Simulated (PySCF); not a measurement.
PySCF 2.14 output of a UHF calculation on a single atom or ion in def2-TZVPPD with the def2 core potential (60 electrons) (6s5p3d2f1g, 59 functions), with scalar relativity through the core potential:

```
SCF conv_tol = 1e-09
number electrons alpha = 7  beta = 4
cycle= 1 E= -64.6460468165079  delta_E= -0.00652  |g|= 0.0265  |ddm|= 0.0341
cycle= 2 E= -64.6462656364344  delta_E= -0.000219  |g|= 0.00505  |ddm|= 0.007
cycle= 3 E= -64.6462743408178  delta_E= -8.7e-06  |g|= 0.0002  |ddm|= 0.00204
cycle= 4 E= -64.6462743682628  delta_E= -2.74e-08  |g|= 2.12e-05  |ddm|= 0.000252
cycle= 5 E= -64.6462743685219  delta_E= -2.59e-10  |g|= 2.82e-06  |ddm|= 2.73e-05
converged SCF energy = -64.6462743685219  <S^2> = 3.7540075  2S+1 = 4.0020033
```

The run itself started from symmetry-adapted Hartree-Fock orbitals and held the occupation by maximum overlap, so the iterations belong to that start.

Problem. Which element, charge and spin multiplicity is this?

Solution. W³⁺ (tungsten, charge +3), multiplicity 4; the state was [Xe] 4f14 5d3, high-spin 4F determinant.

Energies and moments cover only the electrons outside the core potential. Spin-orbit coupling, absent here, splits the open shell strongly.
